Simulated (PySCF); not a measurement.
```xyz
3
charge 0 multiplicity 1, angstrom
Lu   -0.8537    0.0000   -0.6757
O    -2.3599    0.0000    0.2941
I     1.4736    0.0000    0.8939
```

Level of theory: PBE in PySCF with Lu def2-SVP with ECP28, O def2-SVP, I def2-SVP with ECP28; scalar-relativistic core potentials, no spin–orbit coupling; density-fitted integrals.

This geometry of LuOI is a stationary point at this level.

Question: What is the point group?

Answer: Cs.

Question: Is it a minimum?

Answer: Yes: all harmonic wavenumbers are real.

Question: List the harmonic modes with their infrared intensities.

Answer: 
| symmetry | ω (cm⁻¹) | IR (km/mol) | type |
| --- | --- | --- | --- |
| a' | 114 | 9.1 | bend |
| a' | 173 | 26.5 | mixed |
| a' | 845 | 121 | stretch |

Stability towards spin polarisation was not tested. Other isomers or separated fragments may lie lower.
